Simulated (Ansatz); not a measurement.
C3H11NSi can be A, `CCN(C)[SiH3]`, or B, `CC(C)N[SiH3]`.

Gas-phase electronic energies from Ansatz, PBE0-D4/def2-TZVP geometries. CCSD(T)/CBS is the MP2 limit (def2-TZVPP, def2-QZVPP) plus CCSD(T) − MP2 in def2-TZVPP, frozen cores. Functionals use def2-TZVPP. B3LYP here is the variant with VWN-RPA as its local correlation; programs differ in this. Each species was taken in one conformer, which may not be the lowest.

A:

Z-matrix (Å, degrees):
```
C
C 1 1.522
H 1 1.093 2 110.6
H 1 1.092 2 111.6 3 -119.7
H 1 1.093 2 110.9 3 119.9
N 2 1.448 1 115.0 3 -179.9
H 2 1.095 1 109.3 3 -58.0
H 2 1.099 1 109.3 3 57.9
Si 6 1.716 2 121.3 1 91.9
C 6 1.443 2 115.2 1 -70.2
H 9 1.487 6 107.8 2 37.6
H 9 1.488 6 108.1 2 158.0
H 9 1.497 6 115.8 2 -82.3
H 10 1.097 6 110.2 2 -52.0
H 10 1.093 6 110.1 2 -170.5
H 10 1.099 6 113.7 2 68.9
```

B:

```xyz
16

C     0.006   -0.430   -1.409
C     0.325    0.539   -0.286
C     1.822    0.762   -0.166
N    -0.198    0.037    0.976
Si   -1.745   -0.676    1.213
H    -1.072   -0.573   -1.527
H     0.390   -0.052   -2.359
H     0.458   -1.406   -1.213
H    -0.141    1.506   -0.538
H     2.230    1.176   -1.092
H     2.330   -0.181    0.049
H     2.052    1.464    0.641
H     0.180    0.525    1.774
H    -1.834   -2.034    0.613
H    -2.876    0.117    0.638
H    -1.928   -0.774    2.685
```

Question: Which is lower in electronic energy at CCSD(T)/CBS, and by how much? (An estimate is asked.)

Answer: Ansatz gave: B, by 41.2 kJ/mol.

Question: Give E(B) − E(A) in kJ/mol with LDA (SPW92), CCSD(T)/def2-SVP, B2PLYP, ωB97M-V, PBE-D4, PBE0-D4, B3LYP. (Estimate.)

Answer: Computed: LDA (SPW92) -37.8, CCSD(T)/def2-SVP -32.8, B2PLYP -37.3, ωB97M-V -39.7, PBE-D4 -35.1, PBE0-D4 -37.1, B3LYP -35.1. None reverses the order clearly.

Question: Does the order hold for the free energy at 298.15 K (harmonic terms from PBE0-D4)? (Best estimate.)

Answer: Ansatz gave: Yes: G(B) − G(A) = -40.1 kJ/mol, for one conformer each. Modes under 60 cm⁻¹, often nearly free rotors, make the harmonic entropy too high.

Largest T1 diagnostic: 0.010.

Leaving LDA and LC-ωPBE aside and taking each functional with its dispersion term where it has one, the values, not all of them listed here, spread over 7.9 kJ/mol, from B97M-V to BLYP-D4. At CCSD(T), def2-SVP lies +8.3 kJ/mol from the extrapolated value and def2-TZVPP +2.0 kJ/mol.
